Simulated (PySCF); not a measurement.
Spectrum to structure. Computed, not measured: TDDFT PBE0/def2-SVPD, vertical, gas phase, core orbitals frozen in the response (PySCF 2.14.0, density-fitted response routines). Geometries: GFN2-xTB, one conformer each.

```
state  E (eV)       f
   S1    4.09   0.054
   S2    4.45   0.024
   S3    5.05   0.018
   S4    5.66  0.0008
   S5    6.05  0.0080
   S6    6.15  0.0078
   S7    6.25   0.061
   S8    6.77   0.093
```

Triplets computed (Tamm–Dancoff): 3.02, 3.99, 4.45 eV.

Orbital energies (eV): HOMO-3 -9.32, HOMO-2 -8.06, HOMO-1 -6.64, HOMO -6.50, LUMO -1.29, LUMO+1 0.46, LUMO+2 0.68.

Problem. Which structure fits?
A. `C=NC(=C)O[SiH2]NC`
B. `C=NCC1(C#N)CC1`
C. `CCNC(COC)=O`
D. `CC(=O)O[SiH2]N(C)C`

Solution. A. Its S1, at 4.09 eV, is the lowest among the candidates; the nearest of the others has S1 at 4.92 eV. S1 is HOMO→LUMO (85%), HOMO-2→LUMO (10%). Löwdin shares by element: HOMO carbon 33% or more, nitrogen 31% (atoms not listed hold the other 36%); LUMO carbon 52% or more, nitrogen 28% or more (atoms not listed hold the other 20%). At the same level the other candidates give, for their lowest levels:
- `C=NCC1(C#N)CC1`: 4.92 eV (f 0.001); 6.83 eV (f 0.018); 7.14 eV (f 0.007); 7.28 eV (f 0.021); 7.33 eV (f 0.035); T1 4.08 eV; HOMO -7.58, LUMO -0.65 eV
- `CC(=O)O[SiH2]N(C)C`: 5.66 eV (f 0.001); 5.73 eV (f 0.017); 5.80 eV (f 0.013); 5.91 eV (f 0.003); 6.78 eV (f 0.010); T1 5.32 eV; HOMO -6.50, LUMO 0.11 eV
- `CCNC(=O)COC`: 5.96 eV (f 0.000); 6.72 eV (f 0.015); 6.88 eV (f 0.004); 7.11 eV (f 0.114); 7.28 eV (f 0.046); T1 5.40 eV; HOMO -7.27, LUMO 0.52 eV

The values belong to the conformer `[CH2:1]=[N:2][C:3](=[CH2:4])[O:5][SiH2:6][NH:7][CH3:8]`: C1–N2–C3–C4 -45°, N2–C3–O5–Si6 -22°, C3–O5–Si6–N7 44°, O5–Si6–N7–C8 173°.
